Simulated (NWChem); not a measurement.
CH5ClOSi; SMILES [Si@@H](O)(Cl)C

```xyz
9

C     -1.4872    -1.1966     0.2588
Si     0.0729    -0.4161    -0.3904
O      1.4487    -1.0886     0.2412
Cl    -0.0031     1.6076     0.0871
H     -1.5933    -1.0341     1.3426
H     -1.4816    -2.2813     0.0678
H     -2.3698    -0.7615    -0.2350
H      0.2117    -0.5406    -1.8603
H      1.5991    -0.9973     1.1868
```
Atoms are numbered in this order, from 1.

Results from NWChem. Geometry: optimised at PBE0/def2-SVP.

**Question.** Among these, which level gives the lowest value of “orbital gap (eV)”?
A) B3LYP/cc-pVDZ
B) B3LYP/aug-cc-pVDZ
C) B3LYP/cc-pVTZ

**Answer.** B, B3LYP/aug-cc-pVDZ. Values: B3LYP/aug-cc-pVDZ 7.85; B3LYP/cc-pVTZ 8.75; B3LYP/cc-pVDZ 9.05
